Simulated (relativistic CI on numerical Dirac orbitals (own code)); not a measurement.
**O III: q coefficients**

Calculated at this level of theory: Dirac-Coulomb-Breit CI, KLI orbitals optimised for each configuration, valence Slater integrals scaled by 0.85, P86 correlation energy added to each configuration, derivatives by finite differences, QED left out (own radial code, finite nucleus).

Configuration list (outside the closed core 1s2): 2s2 2p2, 2s 2p3, 2p4, 2s2 2p 3s, 2s2 2p 3p, 2s2 2p 3d, 2p3 3s, 2s 2p2 3s. Levels of other configurations are missing.

With x = (α/α₀)² − 1 an excitation energy changes as ω = ω₀ + qx; K = 2q/ω₀ is the relative enhancement. Terms are leading LS components, so labels can repeat.

Lowest level 2s2 2p2 3P_0.

| Level | ω₀ (cm⁻¹) | q (cm⁻¹) |
| --- | --- | --- |
| 2s2 2p2 3P_1 | 111 | 113.3 |
| 2s2 2p2 3P_2 | 299 | 300 |
| 2s2 2p2 1D_2 | 19673 | 197.6 |
| 2s2 2p2 1S_0 | 36767 | 247.8 |
| 2s 2p3 5S°_2 | 62117 | 685.5 |
| 2s 2p3 3D°_3 | 123553 | 679.8 |
| 2s 2p3 3D°_2 | 123582 | 707.2 |
| 2s 2p3 3D°_1 | 123590 | 715.4 |
| 2s 2p3 3P°_2 | 142622 | 720.7 |
| 2s 2p3 3P°_1 | 142624 | 721.4 |
| 2s 2p3 3P°_0 | 142637 | 733.4 |
| 2s 2p3 1D°_2 | 190654 | 744 |
| 2s 2p3 3S°_1 | 197052 | 779.2 |
| 2s 2p3 1P°_1 | 209392 | 765.4 |
| 2s2 2p 3s 3P°_0 | 266041 | -214.4 |
| 2s2 2p 3s 3P°_1 | 266158 | -103.9 |
| 2s2 2p 3s 3P°_2 | 266413 | 157.6 |
| 2s2 2p 3s 1P°_1 | 271125 | 54.39 |
| 2p4 3P_2 | 296405 | 1126 |
| 2p4 3P_1 | 296618 | 1338 |
| 2p4 3P_0 | 296710 | 1428 |
| 2s2 2p 3p 1P_1 | 298596 | 81.39 |
| 2s2 2p 3p 3D_1 | 301081 | -105.7 |

Correlation outside the listed configurations is missing or only estimated: errors of thousands of cm⁻¹ between configurations and terms are usual at this charge. Rates and lifetimes follow the computed energies and can be off by large factors. The fine structure of a lone outer electron comes out too small, for d and f at times inverted, and misplaced configurations move strength between like terms.

(1) Which transition from the lowest level has the largest |K|?

Answers

(1) 2s2 2p2 3P_1 at 111 cm⁻¹, K = 2.05.
